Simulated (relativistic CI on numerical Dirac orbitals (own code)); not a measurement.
## One change at a time: Ta LXVII

Base calculation: Dirac-Coulomb-Breit CI, orbitals from a KLI potential per configuration, a model potential for QED, unscaled Slater integrals.

Configuration list (outside the closed core 1s2): 2s²2p³, 2s2p⁴, 2p⁵, 2p⁴3s, 2p⁴3p, 2s²2p²3s, 2p⁴3d, 2s²2p²3p, 2s²2p²3d, 2s2p³3s, 2s2p³3p, 2s2p³3d, 2s²2p²4s, 2s²2p²4p, 2s²2p²4d, 2s²2p²4f, 2s²2p3s², 2s2p³4s, 2s²2p3s3p, 2s2p³4p, 2s2p³4d, 2s²2p²5s, 2s2p³4f, 2s²2p3s3d, 2s²2p3p², 2s²2p²5p, 2s²2p²5d, 2s²2p²5f, 2s²2p²5g, 2s²2p3p3d, 2s2p²3s², 2s²2p3d², 2s2p²3s3p, 2s2p²3s3d, 2s2p²3p², 2s2p²3p3d. Levels of other configurations are missing.

Variants: (1) QED terms removed. Shifts of the energy above 2s²2p³ ²P°3/2, in eV, for the lowest level and the first level of each name with at least 55 % of one term (blank where a level changes its place among those of its configuration and J or its character, or is not in the variant):

| Level | Base | Δ(1) |
| --- | --- | --- |
| 2s²2p³ ²P°3/2 | 0.00 | 0.00 |
| 2s²2p³ ⁴S°3/2 | 1302.87 | -1.39 |
| 2s²2p³ ²D°5/2 | 1326.15 | -1.38 |
| 2s²2p³ ²P°1/2 | 1377.72 | -1.35 |
| 2s2p⁴ ⁴P5/2 | 1642.79 | +16.07 |
| 2s2p⁴ ²S1/2 | 1747.81 | +16.10 |
| 2s2p⁴ ⁴P3/2 | 2973.15 | +14.72 |
| 2s2p⁴ ²D5/2 | 3014.49 | +14.73 |
| 2s2p⁴ ²P1/2 | 3078.65 | +14.76 |
| 2p⁵ ²P°3/2 | 3462.87 | +31.99 |
| 2p⁵ ²P°1/2 | 4795.59 | +30.86 |
| 2s²2p²3s ⁴P3/2 | 9883.87 | -3.97 |
| 2s²2p²3s ²P1/2 | 9894.26 | -4.02 |
| 2s²2p²3s ²D5/2 | 9903.67 | -4.00 |

At this charge energies of transitions that change n are usually good to better than 1 %, and those within a shell (Δn = 0) to a few per cent.

Ionisation energy from the two ground configurations alone: base 16150.5 eV. The NIST ASD value (theoretical) is 16150 eV.

LS names give the leading component of a level, which can be under half, so a name can repeat, a term be missing and a line seem to break the LS rules.
